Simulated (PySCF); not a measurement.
SCF from a fresh guess for sextet ReCl2, at the PBE0 minimum. PySCF input:

```python
from pyscf import gto, scf, dft
mol = gto.M(atom='''
Re     0.000000     0.000000     0.000000
Cl     2.308757     0.000000     0.000000
Cl    -2.308757     0.000000     0.000000''',
    basis={'Re': 'def2-SVP', 'Cl': 'def2-SVP'},
    ecp={'Re': 'def2-SVP'},
    charge=0, spin=5)
mf = dft.UKS(mol, xc='PBE0')
mf.grids.atom_grid = (50, 194)
aux = {'Re': 'def2-universal-JKFIT', 'Cl': 'def2-universal-JKFIT'}
mf = mf.density_fit(auxbasis=aux)
mf.conv_tol = 1e-08
mf.diis_space = 10
mf.max_cycle = 60
mf.init_guess = 'minao'
mf.verbose = 4
mf.kernel()
```

Excerpt of the output (cycles alone):

```
init E= -985.90410194668
cycle= 1 E= -998.079123369277  delta_E= -12.2  |g|= 0.259  |ddm|= 5.61
cycle= 2 E= -998.111201646385  delta_E= -0.0321  |g|= 0.161  |ddm|= 0.618
cycle= 3 E= -998.124235429194  delta_E= -0.013  |g|= 0.0179  |ddm|= 0.224
cycle= 4 E= -998.124458645106  delta_E= -0.000223  |g|= 0.0148  |ddm|= 0.0726
cycle= 5 E= -998.124600765526  delta_E= -0.000142  |g|= 0.00518  |ddm|= 0.0243
cycle= 6 E= -998.124621651687  delta_E= -2.09e-05  |g|= 0.00033  |ddm|= 0.0122
cycle= 7 E= -998.124621896615  delta_E= -2.45e-07  |g|= 8.41e-05  |ddm|= 0.00135
cycle= 8 E= -998.124621901888  delta_E= -5.27e-09  |g|= 1.78e-05  |ddm|= 0.000178
Extra cycle  E= -998.12462190208  delta_E= -1.92e-10  |g|= 9.1e-06  |ddm|= 3.67e-05
converged SCF energy = -998.12462190208  <S^2> = 8.7601942  2S+1 = 6.0033971
```

No lower solution of this spin was found from smeared starts or by a stability analysis within the unrestricted form.

With open d or f shells other occupations or spin states may lie lower. Spin–orbit coupling, left out here, can matter for elements this heavy.

The search for the lowest solution, 3 starts and the stability check together, took 12 s on 2 threads of a shared Arm Neoverse N1 host, with 68 basis functions; the process peaked at 0.33 GiB.
